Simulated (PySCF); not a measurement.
N-methylsilyl-N-silylmethanamine (C2H11NSi2), SMILES C[SiH2]N(C)[SiH3]. Heavy atoms are numbered as in [SiH3:1][N:2]([CH3:3])[SiH2:4][CH3:5]. Hydrogens are named by the atom that carries them.

Geometry: PBE0-D3(BJ)/def2-SVP. Other conformers were not sampled.

The numbers are results of r2SCAN/def2-TZVP (PySCF), not measurements.

ESP charges are fitted to the potential on shells at 1.4 to 2.0 van der Waals radii. Atomic charges (e), one atom of each kind:

```json
[
 {"atom": "Si1 (SiH3)", "Löwdin": "0.20", "ESP fit": "0.14", "Mulliken": "0.26", "IAO": "0.75"},
 {"atom": "N2", "Löwdin": "-0.12", "ESP fit": "-0.10", "Mulliken": "-0.32", "IAO": "-0.78"},
 {"atom": "C3 (CH3)", "Löwdin": "-0.34", "ESP fit": "-0.55", "Mulliken": "-0.26", "IAO": "-0.30"},
 {"atom": "Si4 (SiH2)", "Löwdin": "0.21", "ESP fit": "0.54", "Mulliken": "0.32", "IAO": "0.92"},
 {"atom": "C5 (CH3)", "Löwdin": "-0.47", "ESP fit": "-0.65", "Mulliken": "-0.47", "IAO": "-0.75"},
 {"atom": "H on Si1", "Löwdin": "-0.05", "ESP fit": "-0.05", "Mulliken": "-0.06", "IAO": "-0.15"},
 {"atom": "H on C3", "Löwdin": "0.12", "ESP fit": "0.18", "Mulliken": "0.11", "IAO": "0.14"},
 {"atom": "H on Si4", "Löwdin": "-0.04", "ESP fit": "-0.14", "Mulliken": "-0.05", "IAO": "-0.16"},
 {"atom": "H on C5", "Löwdin": "0.13", "ESP fit": "0.16", "Mulliken": "0.12", "IAO": "0.16"}
]
```

Computed Mayer and Wiberg (Löwdin basis) orders of the bonds:
| bond | Mayer | Wiberg |
|---|---|---|
| Si1–N2 | 1.14 | 1.33 |
| N2–C3 | 0.93 | 1.35 |
| N2–Si4 | 1.09 | 1.28 |
| Si4–C5 | 0.99 | 1.24 |
